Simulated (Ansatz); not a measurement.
A structure relaxed at PBE0-D4/def2-TZVP, charge 0, multiplicity 1:

| atom | x (Å) | y (Å) | z (Å) |
| --- | --- | --- | --- |
| C1 | -1.5958 | -0.0603 | -0.0252 |
| B2 | -0.3356 | 0.1776 | -0.9119 |
| C3 | 1.1280 | 0.1325 | -0.4157 |
| C4 | 1.4126 | -0.1200 | 0.8605 |
| Br5 | 3.1500 | -0.1970 | 1.5645 |
| H6 | -2.2593 | 0.8098 | -0.1024 |
| H7 | -2.1789 | -0.8875 | -0.4486 |
| H8 | -1.4295 | -0.2689 | 1.0330 |
| H9 | -0.5117 | 0.4143 | -2.0765 |
| H10 | 1.9556 | 0.3065 | -1.0983 |
| H11 | 0.6647 | -0.3068 | 1.6207 |

Q: Give its formula and SMILES.

A: C3H6BBr, `CB/C=C/Br`.

Q: Point group (tolerance 0.08 Å, 0.16 Å for H)?

A: Cs.

Q: Summarise the bond lengths by kind.

A: 2 × B–C 1.546 to 1.559 Å; 5 × C–H 1.083 to 1.097 Å; 1 × B–H 1.201 Å; 1 × C–C 1.332 Å; 1 × Br–C 1.876 Å.

All numbers were calculated with Ansatz.
